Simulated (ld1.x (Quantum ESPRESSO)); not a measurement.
**Varying the TM potential for nickel**

Base potential:

Ni, norm-conserving Troullier–Martins (Kleinman–Bylander form), made with ld1.x (Quantum ESPRESSO) 7.5 (PBE, non-relativistic). Core [Ne], reference 3s2 3p6 3d8 4s1.5 4p0 (charge +0.5). Waves: 3p (bound): rc 1.15 bohr; 3d (bound): rc 1.60 bohr; 4f channel at 0.15 Ry: rc 1.60 bohr; 3s (bound): rc 0.75 bohr. Local part: the s channel. Core correction: Bessel-smoothed model core, default radius (core density twice the valence density).

Occupied shells without a wave of their own: 4s. They enter only through the test configuration that unscreens the potential, and ld1.x also counts them in the model core charge.

All-electron outer shells of the reference configuration (PBE, non-relativistic, ld1.x):

```tsv
shell	level (eV)	outermost node (bohr)	outermost maximum (bohr)
2p	-844.74	–	0.17
3s	-112.36	0.30	0.65
3p	-75.03	0.27	0.65
3d	-13.51	–	0.63
4s	-9.11	0.93	2.21
4p	-4.24	1.00	2.87
```

Cutoffs, loose and tight: the cutoffs (Ry, on a coarse ladder) from which the occupation-weighted sum of valence levels, in a spherical-Bessel basis at the reference potential, stays within 10 and 1 mRy of its value at 400 Ry. They do not see the model core or the augmentation charge, which bear on the density cutoff. Test errors are all-electron minus pseudo excitation energies from the reference, over the configurations 3s2 3p6 3d8 4s2 4p0; 3s2 3p6 3d8 4s1 4p0; 3s2 3p6 3d8 4s0 4p0; 3s1 3p6 3d8 4s2 4p0; 3s2 3p6 3d6 4s0 4p0; 3s2 3p6 3d8 4s0 4p1; 3s2 3p5 3d8 4s2 4p0. A dash means not determined; rows that change the core or the reference have their own tests. The largest error is taken over the tests solved by every variant that gives reliable tests at all: 3s1 3p6 3d8 4s2 4p0; 3s2 3p5 3d8 4s2 4p0; 3s2 3p6 3d6 4s0 4p0; 3s2 3p6 3d8 4s0 4p0; 3s2 3p6 3d8 4s0 4p1; 3s2 3p6 3d8 4s1 4p0.

With those shells counted twice in exchange and correlation these files are broken, and their errors move erratically; no question is asked of them.

A true bound ghost makes a file unfit for plane-wave use even where its test errors are small: the radial tests pick states by their node count and pass the ghost by.

Cutoffs are not given where the Bessel-basis levels miss the radial ones by over 6 mRy, ghosts where they miss by over 20 mRy; a channel whose overlap is not positive is not tested.

| change | outcome | cutoff, loose | cutoff, tight | bound ghosts | largest test error (meV) |
| --- | --- | --- | --- | --- | --- |
| base | generated | 230 Ry | over 300 Ry | none | -788 |
| all radii but the core radius scaled by about 0.77 (s 0.58, p 0.88, d 1.24, f 1.24 bohr) | generated | – | – | none | -1014 |
| all radii but the core radius scaled by about 0.90 (s 0.68, p 1.04, d 1.44, f 1.44 bohr) | generated | 260 Ry | over 300 Ry | none | -832 |
| all radii but the core radius scaled by about 1.06 (s 0.80, p 1.22, d 1.70, f 1.70 bohr) | generated | 230 Ry | over 300 Ry | none | -744 |
| all radii but the core radius scaled by about 1.19 (s 0.90, p 1.36, d 1.90, f 1.90 bohr) | generated, misses its reference levels by 0.18 eV | 180 Ry | 300 Ry | none | -925 |
| all radii but the core radius scaled by about 1.30 (s 0.98, p 1.50, d 2.08, f 2.08 bohr) | generated, misses its reference levels by 0.29 eV | 160 Ry | 230 Ry | f | -1037 |
| all radii but the core radius scaled by about 1.37 (s 1.02, p 1.58, d 2.20, f 2.20 bohr) | generated, misses its reference levels by 0.39 eV | 140 Ry | 180 Ry | f | -1247 |

Reading the sweep of the scale of all radii but the core radius (base = 1) (base included, trends over the rows without a ghost): The loose cutoff falls from 260 Ry at 0.9 to 180 Ry at 1.19. A larger radius leaves more room for a smooth pseudo-wave, so fewer plane waves are needed; a smaller one forces it to follow the all-electron wave where it bends sharply. The median size of the test errors (rows with all tests solved) rises from 99.6 meV at 0.9 to 333.0 meV at 1.19. More of the atom is replaced by a form fitted at one configuration, so other configurations suffer as the radius grows. Bound ghosts are found at 1.3, 1.37.
